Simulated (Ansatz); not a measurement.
Compare A (`NCO[SiH2]F`) with its isomer B (`NC(F)[SiH2]O`).

Computed with Ansatz on PBE0-D4/def2-TZVP structures; ΔE is electronic, products minus reactants. CCSD(T)/CBS adds triple-zeta CCSD(T) − MP2 to the extrapolated MP2 energy (def2 sets, frozen cores). DFT in def2-TZVPP. B3LYP here is the variant with VWN-RPA as its local correlation; programs differ in this. One conformer a species, not always the lowest.

(1) Which isomer does CCSD(T)/CBS put lower? Give the gap. (An estimate is asked.)

(2) Give E(B) − E(A) in kcal/mol with B2PLYP, HF/def2-TZVPP, MP2/def2-TZVPP, ωB97M-V, CCSD(T)/def2-TZVPP, B3LYP-D4, CCSD/def2-TZVPP. (Estimate.)

Largest T1 diagnostic: 0.012.

Results:

(1) The calculation gave: A, by 40.5 kcal/mol.

(2) Computed: B2PLYP 40.5, HF/def2-TZVPP 44.1, MP2/def2-TZVPP 42.0, ωB97M-V 38.9, CCSD(T)/def2-TZVPP 40.8, B3LYP-D4 39.2, CCSD/def2-TZVPP 41.3. None reverses the order clearly.

In def2-TZVPP, CCSD(T) changes the Hartree–Fock value by −3.3 kcal/mol (the triples alone add −0.5 kcal/mol) and MP2 by −2.2 kcal/mol. From PBE to PBE0 (25 % exact exchange), in def2-TZVPP and without D4, E(B) − E(A) moves by +1.9 kcal/mol.
